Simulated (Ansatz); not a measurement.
Basis-set extrapolation for Cl2FH3Si2 (`F[SiH2][SiH](Cl)Cl`) (PBE0-D4/def2-TZVP geometry, frozen core, the Gaussian-basis code of Ansatz). Multiplicity 1, RHF reference.

```tsv
	def2-TZVPP	def2-QZVPP
HF	-1598.313387	-1598.362010
MP2 correlation	-0.861593	-0.945418
CCSD(T) correlation	-0.953829	not run
```

Energies in hartree. Use E(X) = E(∞) + A·exp(−7.88·√X) for Hartree–Fock and E(X) = E(∞) + B·X^(−2.97) for correlation, with X = 3 and 4, and add CCSD(T) minus MP2 of the smaller set to the MP2 limit.

Task: What is the CCSD(T) energy at the basis-set limit?

Result: HF limit: -1598.362010 + (-0.048623) × 0.13774 = -1598.36871. MP2 limit: -0.945418 + (-0.083825) × 0.74074 = -1.00751. Higher-order term: -0.953829 − (-0.861593) = -0.09224. Total: -1599.46846 hartree, 5.48 eV below CCSD(T)/def2-TZVPP.
